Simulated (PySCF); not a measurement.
## Excitation energy of Ag⁺ by level of theory

Ag⁺ [Kr] 4d10 (1S) → Ag⁺ [Kr] 4d9 5s1 (3D), as a difference of total energies. Calculation: PySCF 2.14, in x2c-TZVPPall (8s6p6d2f1g, 79 functions); the spin-free X2C one-electron Hamiltonian (Gaussian nucleus). Correlated levels: valence and next inner shell: [Ar] 3d10 frozen. The calculations carry no spin-orbit coupling.

```tsv
method	excitation energy (cm⁻¹)
UHF	35236
MP2 (valence and next inner shell)	42228
SCS-MP2 (valence and next inner shell)	41843
CCSD (valence and next inner shell)	39639
CCSD(T) (valence and next inner shell)	39818
```

Errors of the correlated levels include the incompleteness of this basis and the frozen core.

The basis was made for the ground configuration and has no added diffuse functions, so the excitation energy can come out too high.

For comparison: 40609 cm⁻¹ (measured; NIST levels, between the centres of gravity of the two terms).
